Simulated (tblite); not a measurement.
Species: C₈H₈.
Atom-mapped SMILES: `[CH:1]#[C:2][C@@H:3]1[CH2:4][CH2:5][C@H:6]1[C:7]#[CH:8]` (hydrogens: H9 on C1; H10 on C3; H11, H12 on C4; H13, H14 on C5; H15 on C6; H16 on C8)

Computed with GFN2-xTB (tblite), gas phase: Langevin dynamics at 300 K from the optimised GFN2-xTB geometry, time step 0.5 fs, friction 0.01 fs⁻¹, 2000 steps.

Start geometry:
```
atom  x, y, z in Å
C1     -2.369    1.544   -1.490
C2     -1.518    0.755   -1.193
C3     -0.499   -0.170   -0.771
C4     -0.907   -1.209    0.296
C5      0.330   -0.839    1.124
C6      0.560    0.394    0.222
C7      1.888    0.567   -0.305
C8      2.988    0.660   -0.770
H9     -3.112    2.226   -1.776
H10    -0.026   -0.629   -1.643
H11    -1.842   -0.945    0.788
H12    -0.965   -2.239   -0.049
H13     0.157   -0.625    2.176
H14     1.135   -1.567    1.037
H15     0.218    1.321    0.688
H16     3.954    0.765   -1.164
```

The statistics below take the 31 frames saved every 25 fs from 250 to 1000 fs; their kinetic temperature (all 3N coordinates) averages 303 K.

Question: How do the bond lengths spread?

Answer: 
```csv
bond,start (Å),mean (Å),standard deviation (Å),shortest (Å),longest (Å)
C1≡C2,1.198,1.201,0.011,1.178,1.228
C2–C3,1.439,1.447,0.025,1.406,1.504
C3–C4,1.545,1.544,0.034,1.483,1.608
C4–C5,1.534,1.541,0.032,1.471,1.619
C5–C6,1.544,1.549,0.025,1.498,1.597
C6–C7,1.439,1.443,0.025,1.391,1.491
C7≡C8,1.198,1.201,0.011,1.177,1.226
C3–C6,1.558,1.560,0.035,1.481,1.660
C1–H9,1.049,1.052,0.027,0.990,1.100
C3–H10,1.093,1.095,0.037,1.031,1.177
C4–H11,1.089,1.092,0.037,1.019,1.155
C4–H12,1.088,1.092,0.038,1.024,1.201
C5–H13,1.088,1.097,0.032,1.024,1.179
C5–H14,1.089,1.087,0.024,1.025,1.126
C6–H15,1.092,1.099,0.018,1.058,1.132
C8–H16,1.049,1.053,0.020,0.991,1.090
```

Question: Give the same statistics for bond angles, one of each kind among heavy atoms.

Answer: 
```tsv
angle	start (°)	mean (°)	standard deviation (°)	smallest (°)	largest (°)
C1–C2–C3	177.2	167.3	5.1	155.1	176.8
C2–C3–C4	116.6	116.4	4.9	107.7	125.6
C2–C3–C6	115.8	115.5	4.3	108.5	124.3
C4–C3–C6	89.0	88.9	1.8	84.5	92.5
C3–C4–C5	89.9	89.6	1.9	85.3	93.4
```

Question: How far does each atom move about its mean position (frames aligned on the start, all atoms weighted alike), and what rms force does it feel?

Answer: 
```
atom  rms displacement (Å)  rms force (eV/Å)
  C1                  0.23              1.77
  C2                  0.16              1.64
  C3                  0.14              1.99
  C4                  0.13              2.25
  C5                  0.12              1.82
  C6                  0.12              1.69
  C7                  0.14              1.55
  C8                  0.23              1.67
  H9                  0.37              1.09
 H10                  0.22              1.25
 H11                  0.26              1.29
 H12                  0.26              1.28
 H13                  0.24              1.07
 H14                  0.25              0.94
 H15                  0.20              0.76
 H16                  0.36              0.87
```

The displacements run from 0.12 to 0.37 Å.

Question: How widely does the potential energy scatter, against a harmonic estimate?

Answer: Mean 0.60 eV above the start, standard deviation 0.085 eV, range 0.41 to 0.76 eV. For 42 classical harmonic modes at 300 K the canonical values are 42kT/2 = 0.54 eV and kT·√(42/2) = 0.118 eV.

The run is classical and short, so these are rough statistics of one trajectory.

What follows is the cost of the whole dynamics run. The run took 18 s of wall time on Arm Neoverse N1, one thread (shared host), and the process peaked at 0.18 GiB of memory.
